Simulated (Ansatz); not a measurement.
`NB(Cl)Cl` + `C[SeH]` → `C[Se]B(Cl)Cl` + NH₃ at 400 K and 1 bar (ligand exchange at a B–N bond).

Calculated with Ansatz (gas phase, PBE0-D4/def2-TZVP geometries, no zero-point term in ΔE). CCSD(T)/CBS adds triple-zeta CCSD(T) − MP2 to the extrapolated MP2 energy (def2 sets, frozen cores). This one scheme is used for every species. For Se outer-core shells are correlated without core-valence functions, which leaves a few kJ/mol of doubt a bond. Scalar relativity is left out up to krypton. Each species was taken in one conformer, which may not be the lowest.

```tsv
species	CCSD(T)/CBS energy (Eh)	H − E (kJ/mol)	S (J/(mol·K))
`NB(Cl)Cl`	-1000.39362	112.0	316.6
`C[SeH]`	-2441.15625	135.4	284.5
`C[Se]B(Cl)Cl`	-3385.02344	149.0	393.7
NH₃	-56.50880	104.2	203.1
```

H − E and S are ideal-gas, rigid-rotor, harmonic terms from PBE0-D4/def2-TZVP, for one conformer and one mirror image of each species. 1 Eh = 2625.50 kJ/mol, R = 8.31446 J/(mol·K).

Task: By hand: ΔE, ΔH, ΔS and ΔG.

Result: ΔE = (-3385.02344) + (-56.50880) − (-1000.39362) − (-2441.15625) = 0.01763 Eh = 46.3 kJ/mol. Δ(H − E) = 149.0 + 104.2 − 112.0 − 135.4 = 5.8, so ΔH = 52.1 kJ/mol. ΔS = 393.7 + 203.1 − 316.6 − 284.5 = -4.3 J/(mol·K). ΔG = 52.1 − 400 × (-4.3)/1000 = 53.8 kJ/mol.

Task: By hand: the equilibrium constant, and the temperature at which ΔG would vanish if ΔH and ΔS stayed fixed.

Result: log₁₀ K = −ΔG/(RT ln 10) = -7.0. ΔH and −TΔS have one sign here, so there is no such temperature.

The number of gas molecules stays the same, so ΔS is small and ΔH decides. A doubt of 5 kJ/mol in ΔE shifts log₁₀ K by 0.7 here. Other conformers and mirror images would add mixing entropy, several J/(mol·K) or more a flexible species. These are equilibria of isolated gas molecules and say nothing of rates. Largest T1 diagnostic: 0.011 (customary marks: 0.02 for closed shells, 0.045 for open ones).

ΔS is within the doubt of such terms, so its sign, and with it that verdict, could turn.
